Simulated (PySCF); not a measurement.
Telling isomers of C5H6F2OSi apart by NMR

No relativistic terms, a single conformation, averaged over atoms made equivalent by symmetry, fast rotation or ring inversion, in vacuum. Structure optimised with GFN2-xTB; shielding tensors at PBE0/pcSseg-1 (GIAO); PySCF 2.14.0 with density-fitted response routines.

Chemical shifts δ = σref − σ; ¹H, ¹³C vs TMS, all at this level. Splittings of carbon signals by F and P are missing where no couplings were computed. Where no couplings were computed, multiplicities follow the n + 1 count of equivalent neighbours, and m marks all less simple cases (inequivalent or close neighbours, rings, F or P nearby). Shifts are as computed. Against solution values, carbons near 30 ppm lie about +3 ppm off and those near 130 ppm about +5 ppm. Of 1211 compounds with measured shifts, 218 miss one by over three times the rms of a fit or turn the order of signals round; such compounds aren't used in these exercises.

(1) Tabulate the signals of `FCOC1=C(F)C=C[SiH2]1`, `C#C[SiH2]OC(=C)C(F)F`, `C#C/C=C\CO[SiH](F)F`, `COC1=C(F)[SiH2]C=C1F`, `O=C1C=C(C(F)F)C[SiH2]1`, `FC(F)c1coc([SiH3])c1` and their relative energies.

(2) What is the quickest way to tell FCOC1=C(F)C=C[SiH2]1 from O=C1C=C(C(F)F)C[SiH2]1?

(3) What is the quickest way to tell C#C[SiH2]OC(=C)C(F)F from C#C/C=C\CO[SiH](F)F?

(4) What is the quickest way to tell FCOC1=C(F)C=C[SiH2]1 from C#C[SiH2]OC(=C)C(F)F?

Results:

(1) 
```tsv
SMILES	carbon types	δC	δH	E rel. (kcal/mol)
FCOC1=C(F)C=C[SiH2]1	2×C 2×CH 1×CH2	155.4, 154.7, 142.6, 117.6, 108.0	7.02 (m, 1H), 6.18 (m, 2H), 5.53 (m, 1H), 4.70 (m, 2H)	80.1
C#C[SiH2]OC(=C)C(F)F	2×C 2×CH 1×CH2	158.5, 116.1, 105.2, 101.8, 89.3	7.07 (m, 1H), 5.33 (m, 1H), 5.12 (d, 2H), 5.10 (m, 1H), 2.15 (t, 1H)	79.3
C#C/C=C\CO[SiH](F)F	1×C 3×CH 1×CH2	152.5, 118.8, 96.8, 82.7, 65.7	6.74 (m, 1H), 5.92 (m, 1H), 5.11 (d, 2H), 4.41 (m, 1H), 3.12 (d, 1H)	0.0
COC1=C(F)[SiH2]C=C1F	3×C 1×CH 1×CH3	174.0, 153.5, 150.4, 87.2, 59.4	4.68 (m, 2H), 4.65 (m, 1H), 4.20 (s, 3H)	81.2
O=C1C=C(C(F)F)C[SiH2]1	2×C 2×CH 1×CH2	236.0, 175.4, 146.6, 121.3, 11.2	6.79 (m, 1H), 6.63 (m, 1H), 4.19 (m, 2H), 1.92 (m, 2H)	52.4
FC(F)c1coc([SiH3])c1	2×C 3×CH	154.8, 153.3, 130.8, 129.4, 118.0	8.37 (m, 1H), 7.09 (m, 1H), 6.94 (m, 1H), 4.50 (s, 3H)	56.3
```

Energies are electronic energies at PBE0/pcSseg-1 on these geometries, without zero-point or thermal terms, each for the one conformer computed, which needn't be the lowest.

(2) Both give the same number of carbon signals, with the same numbers of each carbon type, so the positions decide. The first has an sp3 CH2 bonded to F and O at 108.0 ppm, the second a carbonyl carbon (C) at 236.0 ppm. Their most deshielded carbons lie at 155.4 and 236.0 ppm.

(3) Both give the same number of carbon signals, but DEPT or the intensities differ. The first has an alkene carbon bearing oxygen (C) at 158.5 ppm, the second an alkene CH at 152.5 ppm.

(4) Both give the same number of carbon signals, with the same numbers of each carbon type, so the positions decide. The first has an alkene CH at 154.7 ppm, the second an alkyne carbon (C) at 89.3 ppm. Their most deshielded carbons lie at 155.4 and 158.5 ppm.
